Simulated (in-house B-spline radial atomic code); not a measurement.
Configurations of Mo II (Mo+), with energies counted from [Kr] 4d5. Computed with a B-spline radial code for spherical atoms: scalar-relativistic (X2C) LC-wPBE, spin-polarised, spherical fractional occupations, Fermi nucleus of rms radius 4.4091 fm. Caution: exact exchange at fractional occupations of open shells leaves self-interaction of up to several eV. Shells without spins written out take the highest spin.

Occupations are held fixed; configurations that lie above the ionisation limit could autoionise.

```
                                                   configuration  E - E(ref) (eV)  highest orbital  its <r> (bohr)
                                           [Kr] 4d(3 up, 2 down)           14.448          4d down           1.945
                                                    [Kr] 4d4 5d1           15.824            5d up           7.324
                                                    [Kr] 4d4 5f1            18.21            5f up           17.81
[Ar] 3d10 4s2 4p(2 up, 3 down) 4d(5 up, 0 down) 5s(0 up, 1 down)           43.265          5s down           3.239
                                       [Ar] 3d10 4s2 4p5 4d5 5d1               48            5d up           7.234
                                       [Ar] 3d10 4s2 4p5 4d5 5f1           50.424            5f up           17.77
                                        [Ar] 3d9 4s2 4p6 4d5 5d1           242.26            5d up           7.164
 [Ar] 3d(5 up, 4 down) 4s2 4p6 4d(5 up, 0 down) 4f(1 up, 0 down)           243.87            4f up           10.51
```

(1) Order these further configurations by energy, lowest first.
A. [Kr] 4d4 4f1
B. [Ar] 3d9 4s2 4p6 4d6
C. [Ar] 3d(5 up, 4 down) 4s2 4p6 4d(3 up, 2 down) 5p(1 up, 0 down)
D. [Kr] 4d(1 up, 4 down)
E. [Ar] 3d10 4s2 4p5 4d5 5p1

(2) How far above the reference does [Ar] 3d9 4s2 4p6 4d5 5s1 lie?

(3) How far above the reference does [Ar] 3d9 4s2 4p6 4d5 5f1 lie?

(4) How far above the reference does [Ar] 3d(4 up, 5 down) 4s2 4p6 4d(3 up, 2 down) 5f(1 up, 0 down) lie?

## Answers

(1) D (9.5833 eV), A (17.363 eV), E (43.782 eV), B (235.4 eV), C (254.11 eV).

(2) 231.72 eV; its least bound orbital is 5s up with <r> = 3.019 bohr.

(3) 244.72 eV; its least bound orbital is 5f up with <r> = 17.83 bohr.

(4) 260.84 eV; its least bound orbital is 5f up with <r> = 17.88 bohr.
